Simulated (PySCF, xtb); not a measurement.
Se(SH)(OSiH3) (H₄OSSeSi), SMILES [SiH3]O[Se]S.

GFN2-xTB (xtb 6.7.1) at its own geometry gives an orbital gap of 3.22 eV and a dipole moment of 0.41 D.

Coordinates come from a PBE0-D3(BJ)/def2-SVP optimisation. This is a generated structure with no PubChem entry under its InChIKey; it may be hypothetical. Other conformers were not sampled.

Problem. What does HF/def2-TZVP (PySCF) give? (Estimate from the structure and the level; the computed values follow.)

Solution. gap 12.03 eV (levels -9.71 and 2.32 eV), dipole 0.62 D.
